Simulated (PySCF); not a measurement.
NICS in rings of unrelated molecules.

NICS = −σ at a ghost point: NICS(0) at the centroid of the ring atoms, NICS(1) 1 Å to either side along the normal of their mean plane, zz for the tensor component along that normal. Level: GIAO PBE0/pcSseg-1 (PySCF, non-relativistic, gas phase) on the GFN2-xTB geometries, one conformer each. Atom numbers follow the mapped SMILES.

Task: Order these rings by mean NICS(1)zz, lowest (most negative) first (ppm).
A. ring C2–C3–C4–C5–C6–C7 in `[CH3:1][c:2]1[cH:3][cH:4][cH:5][cH:6][c:7]1[F:8]`
B. ring C1–C2–S3 in `[CH2:1]1[CH2:2][S:3]1`
C. ring C2–C3–C4–S5–C6 in `[SH:1][c:2]1[cH:3][cH:4][s:5][cH:6]1`
D. ring C3–C4–C5–C6–C7 in `[CH3:1][CH2:2][CH:3]1[CH2:4][CH2:5][CH2:6][CH2:7]1`

Result: A (-28.1), C (-25.8), B (-24.3), D (-3.4).

| SMILES | ring | NICS(0) | NICS(1) | NICS(1)zz | HOMA | rms pucker (Å) | ring atoms with four or more neighbours |
| --- | --- | --- | --- | --- | --- | --- | --- |
| Cc1ccccc1F | 6-membered carbocycle; formal bonds all aromatic | -10.3 | -11.5 | -28.1 | 1.00 | 0.00 | 0 |
| Sc1ccsc1 | 5-membered ring with S; formal bonds all aromatic | -12.8 | -11.0 | -25.8 | 0.79 | 0.00 | 0 |
| C1CS1 | 3-membered ring with S; formal bonds all single | -47.9 | -8.3 | -24.3 | – | 0.00 | 2 |
| CCC1CCCC1 | 5-membered carbocycle; formal bonds all single | -5.2 | -3.9 | -3.4 | – | 0.18 | 5 |

NICS(0) gives another order. The isotropic NICS(1) gives the same order. HOMA uses Krygowski's 1993 parameters; it is left out where a ring has a four-coordinate atom, a triple bond, no multiple bond or a kind of bond without parameters. NICS(1) and NICS(1)zz are means over the two faces.
